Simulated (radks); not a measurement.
The numbers below are computed, except where a source is named.
Problem. These are the eigenvalues of the occupied orbitals of an atom or ion with whole-number occupations (Ry). Level of theory: non-relativistic Kohn-Sham, TPSS, spin-polarised, spherical densities, point nucleus; meta-GGA in the generalised Kohn-Sham scheme (a radial shooting solver on a logarithmic mesh with Libxc functionals).

1s up: -2522.701
1s down: -2522.692
2s up: -388.9223
2s down: -388.9195
2p up: -366.5565
2p down: -366.5495
3s up: -84.27442
3s down: -84.26851
3p up: -74.75338
3p down: -74.74539
3d up: -57.11502
3d down: -57.10648
4s up: -19.26388
4s down: -19.24491
4p up: -15.82593
4p down: -15.80561
4d up: -9.89168
4d down: -9.86321
5s up: -5.63048
5s down: -5.43087
5p up: -4.65617

Which element is it, and in what charge state? The configuration may be excited. Open shells, if any, are filled with parallel spins first.

Solution. Z = 55, caesium, charge +5: Cs5+ in [Kr] 4d10 5s2 5p2. The list shows which subshells hold electrons but not how many an open one holds; the 1s level, -1261.4 hartree, gives Z - s = 50.2 by -(Z - s)^2/2, which with screening narrows Z to a few neighbours, and the depths of the outer levels then fix element, charge and occupations together.
